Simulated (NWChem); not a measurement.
Everything below was run with NWChem. System: C$_{3}$H$_{5}$, charge 0, spin multiplicity 2, at a geometry optimised with UPBE/def2-SVP. The structure started from a generated list of species. Its SCF solution wasn't tested for a lower state. Level: UB3LYP/def2-TZVP, VWN1-RPA local correlation.

NWChem printed:

```
             Northwest Computational Chemistry Package (NWChem) 7.3.0
             --------------------------------------------------------

                                NWChem Input Module
                                -------------------

 Scaling coordinates for geometry "geometry" by  1.889725989
 (inverse scale =  0.529177249)

 Turning off AUTOSYM since
 SYMMETRY directive was detected!

                             Geometry "geometry" -> ""
                             -------------------------

 Output coordinates in angstroms (scale by  1.889725989 to convert to a.u.)

  No.       Tag          Charge          X              Y              Z
 ---- ---------------- ---------- -------------- -------------- --------------
    1 C                    6.0000    -1.31492600    -0.36631900     0.00000000
    2 C                    6.0000    -0.22171000     0.37931600     0.00000000
    3 C                    6.0000     1.20306400    -0.11097100     0.00000000
    4 H                    1.0000    -2.40224800    -0.21480600     0.00000000
    5 H                    1.0000    -0.34923500     1.48778800     0.00000000
    6 H                    1.0000     1.75022100     0.26568200    -0.89050500
    7 H                    1.0000     1.25247600    -1.21650500     0.00000000
    8 H                    1.0000     1.75022100     0.26568200     0.89050500

 Effective nuclear repulsion energy (a.u.)      63.6842698051

            Nuclear Dipole moment (a.u.)
            ----------------------------
        X                 Y               Z
 ---------------- ---------------- ----------------
     0.0000056692    -0.0000056692     0.0000000000

      Symmetry information
      --------------------

 Group name             Cs
 Group number              2
 Group order               2
 No. of unique centers     7

      Symmetry unique atoms

     1    2    3    4    5    6    7


 Summary of "ao basis" -> "" (spherical)
 ------------------------------------------------------------------------------
       Tag                 Description            Shells   Functions and Types
 ---------------- ------------------------------  ------  ---------------------
 *                         def2-tzvp                  on all atoms

                                 NWChem DFT Module
                                 -----------------

 Summary of "ao basis" -> "ao basis" (spherical)
 ------------------------------------------------------------------------------
[...]
   alpha - beta orbital overlaps
   -----------------------------

   alpha      1      2      3      4      5      6      7      8      9     10
    beta      2      1      3      4      5      6      7      8      9     10
 overlap   0.992  0.992  1.000  0.994  0.991  0.991  0.997  1.000  0.986  0.988

   alpha     11     12     13     14     15     16     17     18     19     20
    beta     11     12     13     14     15     16     17     18     19     20
 overlap   0.996  0.974  0.996  0.993  0.992  0.994  1.000  0.997  0.994  0.999

   alpha     21     22     23     24     25     26     27     28     29     30
    beta     21     22     23     24     25     26     27     28     29     30
 overlap   0.998  0.964  0.994  0.997  0.973  0.904  0.997  0.913  0.997  0.986

   alpha     31     32     33     34     35     36     37     38     39     40
    beta     31     32     33     34     35     36     37     38     39     40
 overlap   0.991  0.997  1.000  0.997  0.996  0.999  0.995  0.997  0.999  0.991

   alpha     41     42     43     44     45     46     47     48     49     50
    beta     41     42     43     44     45     46     47     48     49     50
 overlap   0.995  0.988  0.999  0.991  0.986  0.766  0.761  1.000  0.995  0.999

   alpha     51     52     53     54     55     56     57     58     59     60
    beta     51     52     53     54     55     56     57     58     59     60
 overlap   0.989  0.997  0.998  0.997  0.835  0.832  0.999  0.998  0.998  0.976

   alpha     61     62     63     64     65     66     67     68     69     70
    beta     61     62     63     64     65     66     67     68     69     70
 overlap   0.998  0.997  0.991  1.000  0.998  1.000  0.997  0.998  0.999  0.999

   alpha     71     72     73     74     75     76     77     78     79     80
    beta     71     72     73     74     75     76     77     78     79     80
 overlap   0.999  0.999  1.000  0.996  1.000  0.995  0.996  0.998  0.997  0.995

   alpha     81     82     83     84     85     86     87     88     89     90
    beta     81     82     83     84     85     86     87     88     89     90
 overlap   0.996  0.998  0.997  0.989  0.999  0.986  0.995  0.995  0.977  0.958

   alpha     91     92     93     94     95     96     97     98     99    100
    beta     91     92     93     94     95     96     97     98     99    100
 overlap   0.982  0.959  0.949  0.966  0.951  0.966  0.980  0.964  0.983  0.983

   alpha    101    102    103    104    105    106    107    108    109    110
    beta    101    102    103    104    105    106    107    108    109    110
 overlap   0.990  0.998  0.999  0.998  0.999  0.997  0.999  0.999  0.998  1.000

   alpha    111    112    113    114    115    116    117    118    119    120
    beta    111    112    113    114    115    116    117    118    119    120
 overlap   0.999  0.999  1.000  0.998  1.000  0.998  0.964  0.963  0.998  0.999

   alpha    121    122    123
    beta    121    122    123
 overlap   1.000  1.000  1.000

     --------------------------
     Expectation value of S2:
     --------------------------
      <S2> =      0.7597 (Exact =     0.7500)

 center of mass
 --------------
 x =  -0.09143852 y =  -0.02685674 z =   0.00000000

 moments of inertia (a.u.)
 ------------------
          32.088929873245          -9.066375377346           0.000000000000
          -9.066375377346         192.491927022376           0.000000000000
           0.000000000000           0.000000000000         213.164816032335

     Multipole analysis of the density
     ---------------------------------

     L   x y z        total         alpha         beta         nuclear
     -   - - -        -----         -----         ----         -------
     0   0 0 0     -0.000000    -12.000000    -11.000000     23.000000

     1   1 0 0      0.122449      1.254842     -1.132399      0.000006
     1   0 1 0      0.283412      0.685553     -0.402135     -0.000006
     1   0 0 1     -0.000000      0.000000     -0.000000      0.000000

     2   2 0 0    -13.083487    -68.846036    -61.872937    117.635486
     2   1 1 0     -0.360690     -3.288054     -0.598221      3.525586
     2   1 0 1     -0.000000     -0.000000      0.000000      0.000000
     2   0 2 0    -14.741731    -19.391299    -15.430605     20.080173
     2   0 1 1     -0.000000     -0.000000      0.000000      0.000000
     2   0 0 2    -15.862638    -11.123566    -10.402775      5.663702

 Task  times  cpu:       10.6s     wall:       10.6s

 Total times  cpu:       10.6s     wall:       10.6s
```

**Question.** Write an NWChem input that would produce this output.

**Answer.** This is not unique; one that fits is 
```
start mol
memory heap 200 mb stack 900 mb global 1100 mb
geometry units angstroms nocenter noautoz
  C     -1.314926    -0.366319     0.000000
  C     -0.221710     0.379316     0.000000
  C      1.203064    -0.110971     0.000000
  H     -2.402248    -0.214806     0.000000
  H     -0.349235     1.487788     0.000000
  H      1.750221     0.265682    -0.890505
  H      1.252476    -1.216505     0.000000
  H      1.750221     0.265682     0.890505
  symmetry group Cs
end
basis spherical
  * library def2-tzvp
end
dft
  xc b3lyp
  odft
  mult 2
  semidirect memsize 60000000 filesize 0
  iterations 100
end
task dft energy
```
